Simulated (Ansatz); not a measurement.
Relaxation of H5NO2Zn (9 atoms, charge 0, multiplicity 1), to a largest force component of 0.03 eV/Å in at most 50 steps.

These are results of RKS r2SCAN/def2-SVP in Ansatz, not measurements.

```xyz
9
Properties=species:S:1:pos:R:3:forces:R:3
Zn -0.448 -0.045 -0.017 0.43 -0.09 0.28
O -0.356 0.184 1.751 0.02 -0.02 -0.09
H -1.125 -0.135 2.239 -0.01 0.01 0.00
O -0.684 -0.140 -1.764 0.01 -0.01 -0.01
H 0.087 -0.529 -2.197 0.00 0.00 -0.01
N 2.430 -0.712 0.967 -0.82 0.25 0.25
H 2.818 -1.623 1.211 0.00 0.01 0.00
H 3.201 -0.047 1.037 -0.01 -0.02 0.01
H 1.756 -0.464 1.721 0.38 -0.14 -0.43
```

Problem. Where does it end, and by what steps?

Solution. It converged. After 8 steps the energy has fallen by 0.511 eV; Zn1 moved furthest, 0.56 Å. Joined: Zn1–N6 (3.11 → 2.18 Å).

```
step  energy less start (eV)  largest force component (eV/Å)  accepted
   0                  0.0000                           0.820       yes
   1                 -0.1953                           0.626       yes
   2                 -0.3553                           1.576       yes
   3                 -0.4380                           1.188       yes
   4                 -0.3835                           0.919        no
   5                 -0.4966                           0.587       yes
   6                 -0.5102                           0.100       yes
   7                 -0.5109                           0.032       yes
   8                 -0.5112                           0.007       yes
```

```xyz
9
Properties=species:S:1:pos:R:3
Zn 0.035 -0.245 0.193
O -0.298 -0.050 1.967
H -1.201 0.156 2.231
O -0.378 -0.284 -1.554
H 0.396 -0.482 -2.096
N 2.073 -0.621 0.872
H 2.486 -1.552 0.804
H 2.818 0.052 0.692
H 1.748 -0.486 1.839
```

Whether the end is a true minimum wasn't checked by a vibrational analysis.

Run time: 14 s on 4 threads of Arm Neoverse V2, on a shared host, peak memory 0.18 GiB.
